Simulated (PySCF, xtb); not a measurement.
C2HCl2, SMILES Cl[C]=CCl, multiplicity 2.

Harmonic wavenumbers (cm⁻¹) from GFN2-xTB (xtb) at its own minimum, in rising order: 108, 326, 488, 571, 719, 743, 1121, 1721, 3109.

What does r2SCAN-D4/def2-SVP in PySCF give at its own minimum? (Estimate from the structure and the level; the computed values follow.)

134, 373, 568, 702, 729, 800, 1207, 1687, 3218. Paired by order, the mean absolute difference is 64 cm⁻¹ and the zero-point energies are 12.7 and 13.5 kcal/mol.
